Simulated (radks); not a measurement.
Problem. The mean radii <r> (bohr) of the occupied orbitals of an atom or ion are listed with their occupations. Calculated with a radial shooting solver on a logarithmic mesh with Libxc functionals: scalar-relativistic Kohn-Sham, r2SCAN, spin-polarised, spherical densities, finite nucleus; meta-GGA in the generalised Kohn-Sham scheme; Fermi nuclear charge, rms radius of each element as measured or else 0.836 A^(1/3) + 0.57 fm.

orbital  occ.      <r>
1s          2  0.02558
2s          2   0.1086
2p          6  0.09506
3s          2   0.2680
3p          6   0.2612

Name the element and its charge. Open shells, if any, are filled with parallel spins first.

Solution. Z = 56, barium, charge +38: Ba38+ in [Ar]. The 1s radius gives Z: for a bare nucleus <r> = (2 gamma + 1)/(2Z) with gamma = sqrt(1 - (Z/c)^2), 0.02523 bohr for Z = 56, and screening makes it slightly larger (0.02558 here). The occupations add up to 18, and the charge is Z minus that.
